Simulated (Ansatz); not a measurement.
Input for Ansatz (a program for electronic structure): R-B3LYP/def2-TZVPP on BrGaH2O2 (SMILES [OH][Ga]([OH])[Br]), a point of a torsion scan.

Ansatz 0.2 input:
```yaml
crystal:
  periodic: [false, false, false]
  atoms:
    - {symbol: O, position_ang: [-1.03189566, -1.06543507, 0.50247992]}
    - {symbol: Ga, position_ang: [0.22939065, 0.08497723, 0.80463492]}
    - {symbol: O, position_ang: [0.07240272, 1.26403823, 2.06472776]}
    - {symbol: Br, position_ang: [2.26809397, -0.09622367, -0.13920734]}
    - {symbol: H, position_ang: [-1.45303011, -1.31887547, -0.31512628]}
    - {symbol: H, position_ang: [-0.73731799, 1.35081677, 2.56673939]}
basis:
  gaussian:
    orbitals: def2-TZVPP
hamiltonian:
  xc: {name: B3LYP}
scf: {lower_state_search: off}
```

Output:

```
WARN ansatz: RAYON_NUM_THREADS=1 ignored (pool sized by the plan → 1); use --threads N
Functional definition: B3LYP
these checks for a lower state are left out or cut short: stability, starts, cluster_reference, orbital_swaps, neighbouring_geometries, increment
integrals: 0.12 GiB planned
1236 factors; their error is unknown
mean field: 1.07 GiB planned
mean field evaluation 1: about -126545.4376 eV, gradient 8.9e1 eV
mean field evaluation 2: about -126498.4162 eV, gradient 1.8e2 eV
mean field evaluation 4: about -126557.4832 eV, gradient 8.4e0 eV
mean field evaluation 8: about -126557.5992 eV, gradient 2.1e-1 eV
mean field evaluation 16: about -126558.0974 eV, gradient 1.5e-4 eV
mean field -126558.09741956 eV, -4650.9242960094 hartree, gradient 4.6e-6 eV, S^2 0.000000; 0 other end points of the search recorded, 0 dependent functions left out
reference -126558.09765684 eV, -4650.9243047291 hartree; 42, 42 occupied and 144, 144 virtual orbitals, 1236 factors
Total energy: -126558.09765684 eV, -4650.9243047291 hartree
Checks for a lower state left out: stability, starts, cluster_reference, orbital_swaps, neighbouring_geometries, increment
```

Self-consistency was reached.

Cost: about 2.8 core-seconds (a rough figure).
